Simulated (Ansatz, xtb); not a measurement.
Torsion H3–C1–Sn2–H6 in CH4Sn (SMILES [CH3][SnH]); at each angle all else is relaxed with GFN2-xTB, and the levels are single points there.
Geometry at 60° (charge 0, multiplicity 1):
```tsv
atom	x (Å)	y (Å)	z (Å)
C	-0.6443	0.0284	0.0022
Sn	1.3769	1.0058	-0.1498
H	-0.7521	-0.4947	0.9527
H	-1.4610	0.7485	-0.0735
H	-0.7806	-0.7105	-0.7878
H	2.2607	-0.5830	0.0154
```
Energies count from the point at 60°.

Frozen-core correlation. Filled d and f shells under p-block atoms count as core. CBS: X⁻³ extrapolation of the correlation energy, Hartree–Fock from the larger set.

The values were computed with Ansatz (a quantum-chemistry and plane-wave program); xtb for the GFN methods.  In def2 rows elements past Kr take small-core potentials, without spin–orbit coupling.

Energies in kcal/mol.

```json
[
 {"dihedral (°)": "0", "GFN-FF": "0.26", "GFN1-xTB": "0.37", "HF/def2-TZVPP": "0.62", "r2SCAN/def2-TZVPP": "0.63", "MP2/def2-TZVPP": "0.64", "CCSD(T)/CBS(def2-TZVPP, def2-QZVPP)": "0.59"},
 {"dihedral (°)": "20", "GFN-FF": "0.20", "GFN1-xTB": "0.27", "HF/def2-TZVPP": "0.45", "r2SCAN/def2-TZVPP": "0.45", "MP2/def2-TZVPP": "0.46", "CCSD(T)/CBS(def2-TZVPP, def2-QZVPP)": "0.42"},
 {"dihedral (°)": "40", "GFN-FF": "0.07", "GFN1-xTB": "0.08", "HF/def2-TZVPP": "0.13", "r2SCAN/def2-TZVPP": "0.13", "MP2/def2-TZVPP": "0.13", "CCSD(T)/CBS(def2-TZVPP, def2-QZVPP)": "0.12"},
 {"dihedral (°)": "60", "GFN-FF": "0.00", "GFN1-xTB": "0.00", "HF/def2-TZVPP": "0.00", "r2SCAN/def2-TZVPP": "0.00", "MP2/def2-TZVPP": "0.00", "CCSD(T)/CBS(def2-TZVPP, def2-QZVPP)": "0.00"},
 {"dihedral (°)": "80", "GFN-FF": "0.06", "GFN1-xTB": "0.08", "HF/def2-TZVPP": "0.16", "r2SCAN/def2-TZVPP": "0.16", "MP2/def2-TZVPP": "0.17", "CCSD(T)/CBS(def2-TZVPP, def2-QZVPP)": "0.15"},
 {"dihedral (°)": "100", "GFN-FF": "0.19", "GFN1-xTB": "0.26", "HF/def2-TZVPP": "0.46", "r2SCAN/def2-TZVPP": "0.46", "MP2/def2-TZVPP": "0.47", "CCSD(T)/CBS(def2-TZVPP, def2-QZVPP)": "0.43"},
 {"dihedral (°)": "120", "GFN-FF": "0.27", "GFN1-xTB": "0.37", "HF/def2-TZVPP": "0.63", "r2SCAN/def2-TZVPP": "0.63", "MP2/def2-TZVPP": "0.64", "CCSD(T)/CBS(def2-TZVPP, def2-QZVPP)": "0.59"}
]
```
